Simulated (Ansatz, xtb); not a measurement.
# C4H4N2SSi: which of two isomers lies lower

Structure I: `[SiH3]C#Cc1ncsn1`, a singlet. Structure II: `N#C[SiH2]c1nccs1`, a singlet. Both are isolated molecules in the gas phase, relaxed with PBE-D3(BJ)/def2-SVP; the shapes shown needn't be the lowest conformers.

I (Å):

| atom | x (Å) | y (Å) | z (Å) |
| --- | --- | --- | --- |
| C | -0.6229 | -0.0910 | 0.1104 |
| C | -0.7452 | 0.9362 | -0.5593 |
| C | -0.8875 | 2.1226 | -1.3418 |
| C | -1.1849 | 3.2540 | -3.1907 |
| N | -1.0866 | 2.0412 | -2.7090 |
| N | -0.8290 | 3.3263 | -0.7582 |
| S | -1.0304 | 4.4739 | -1.9514 |
| Si | -0.4383 | -1.6214 | 1.1078 |
| H | -0.5525 | -2.8197 | 0.2099 |
| H | -1.5168 | -1.6724 | 2.1524 |
| H | 0.9059 | -1.6232 | 1.7786 |
| H | -1.3464 | 3.4890 | -4.2540 |

II (Å):

| atom | x (Å) | y (Å) | z (Å) |
| --- | --- | --- | --- |
| C | -2.5610 | -1.3281 | -1.0574 |
| C | -0.5187 | 0.9133 | -0.8125 |
| C | 0.0042 | 2.9000 | 0.0362 |
| C | -0.4177 | 3.3296 | -1.2106 |
| N | -3.7057 | -1.5501 | -1.1911 |
| N | -0.0576 | 1.5502 | 0.2475 |
| S | -0.9135 | 1.9824 | -2.1635 |
| Si | -0.7439 | -0.9511 | -0.8598 |
| H | -0.2718 | -1.5424 | 0.4279 |
| H | -0.0630 | -1.5667 | -2.0455 |
| H | 0.3705 | 3.5635 | 0.8331 |
| H | -0.4604 | 4.3530 | -1.6032 |

Question: Which of the two would you expect CCSD(T)/def2-SVP + ΔMP2/def2-TZVPP electronic energies to favour?

Answer: Structure II; the calculation gives E(II) − E(I) = −38.2 kcal/mol.

The same difference at several levels:

```json
{"level": "GFN2-xTB", "geometry": "GFN2-xTB", "E(II) − E(I) (kcal/mol)": "+0.7", "departure from the last row (kcal/mol)": "+39.0", "job, with rough time for the two": "optimisation, 0.21 s"}
{"level": "HF/STO-3G", "geometry": "GFN2-xTB", "E(II) − E(I) (kcal/mol)": "−51.0", "departure from the last row (kcal/mol)": "−12.7", "job, with rough time for the two": "single point, 0.4 s"}
{"level": "r2SCAN-D4/def2-SVP", "geometry": "GFN2-xTB", "E(II) − E(I) (kcal/mol)": "−36.3", "departure from the last row (kcal/mol)": "+1.9", "job, with rough time for the two": "single point, 3.9 s"}
{"level": "PBE-D3(BJ)/def2-SVP", "geometry": "PBE-D3(BJ)/def2-SVP", "E(II) − E(I) (kcal/mol)": "−34.5", "departure from the last row (kcal/mol)": "+3.8", "job, with rough time for the two": "optimisation, 21 s"}
{"level": "HF/def2-SVP", "geometry": "PBE-D3(BJ)/def2-SVP", "E(II) − E(I) (kcal/mol)": "−42.1", "departure from the last row (kcal/mol)": "−3.9", "job, with rough time for the two": "part of the CCSD(T) run"}
{"level": "MP2/def2-SVP", "geometry": "PBE-D3(BJ)/def2-SVP", "E(II) − E(I) (kcal/mol)": "−41.5", "departure from the last row (kcal/mol)": "−3.2", "job, with rough time for the two": "part of the CCSD(T) run"}
{"level": "CCSD(T)/def2-SVP", "geometry": "PBE-D3(BJ)/def2-SVP", "E(II) − E(I) (kcal/mol)": "−40.2", "departure from the last row (kcal/mol)": "−1.9", "job, with rough time for the two": "single point"}
{"level": "CCSD(T)/def2-SVP + ΔMP2/def2-TZVPP", "geometry": "PBE-D3(BJ)/def2-SVP", "E(II) − E(I) (kcal/mol)": "−38.2", "departure from the last row (kcal/mol)": "", "job, with rough time for the two": "single point, 67 s"}
```

As drawn, II has 1 C≡N, 1 C–Si, 1 C∷C, 1 C∷S, 1 C–H in place of 1 C≡C, 1 C–C, 1 C∷N, 1 N∷S, 1 Si–H (∷ is an aromatic bond).

GFN2-xTB puts the two in the other order. The largest departure from CCSD(T)/def2-SVP + ΔMP2/def2-TZVPP is that of GFN2-xTB, 39.0 kcal/mol. The last row adds to CCSD(T) the change of the MP2 difference between the two basis sets, here +1.9 kcal/mol.

With thermal terms from frequencies at re-optimised GFN2-xTB minima (ideal gas, soft modes damped towards free rotors, one conformer each, 298.15 K, 1 atm): the zero-point term adds +1.8 kcal/mol; ΔH is −36.6 and ΔG −35.9 kcal/mol.

The correlated steps freeze 16 core orbitals. Codes used: Ansatz 0.2.0, xtb 6.7.1; the last row on 4 threads of Arm Neoverse V1 on a shared host.
